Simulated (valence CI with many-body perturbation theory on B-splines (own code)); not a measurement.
**I XXXII in three bases**

Computed by valence CI with perturbative core correlation (CI+MBPT): four valence electrons over a frozen Dirac-Fock core [Ar], radial functions for each j: 7 s, 7 p, 8 d, 6 f, 4 g, 1 h, with the one-electron correlation potential Σ1 (screened to all orders), the two-electron term Σ2, the three-electron term Σ3, Breit, model QED; selected single and double excitations, second order for the rest, scaled by the run's own slope (own B-spline code, finite nucleus).

The last digits are not significant, and no measured levels were compared; by estimate large intervals hold to a few tenths of a per cent, small ones and those within an open d or f shell to about a per cent. Only levels of the ground parity were solved; by the run's estimate the other parity begins above the list, which can be wrong where configurations are misplaced.

The reference run has the lowest level (3d3/2^4) J=0 and an ionisation energy of 1911.83 eV. Its largest variational space holds 17890 state functions.

Levels are named by their leading jj configuration (3d3/2^4 stands for four electrons in 3d with j = 3/2), which in mixed levels can hold well under half, so a name can repeat and another be missing. Letters in brackets count levels of one name in rising energy.

Changed runs:
A. basis 6 s, 6 p, 5 d, 5 f, 1 g
B. basis 5 s, 5 p, 4 d, 4 f

Excitation energies of the reference run in cm⁻¹, and shifts in cm⁻¹:

```tsv
Level	Reference	A	B
(3d3/2^3 3d5/2) J=1	70637	-208	-376
(3d3/2^3 3d5/2) J=2	113863	-235	-363
(3d3/2^3 3d5/2) J=4	134210	+11	+206
(3d3/2^3 3d5/2) J=3	137073	-168	-182
(3d3/2^2 3d5/2^2) J=0 [a]	194546	-65	-101
(3d3/2^2 3d5/2^2) J=4 [a]	205503	-114	+12
(3d3/2^2 3d5/2^2) J=3 [a]	225636	-1.8	+365
(3d3/2^2 3d5/2^2) J=2 [a]	226536	+124	+647
(3d3/2^2 3d5/2^2) J=5	242934	+20	+464
(3d3/2^2 3d5/2^2) J=1	250806	+57	+435
(3d3/2^2 3d5/2^2) J=6	257860	+82	+644
(3d3/2^2 3d5/2^2) J=4 [b]	278732	+127	+652
Ionisation energy (eV)	1911.83	-0.09	-0.14
```
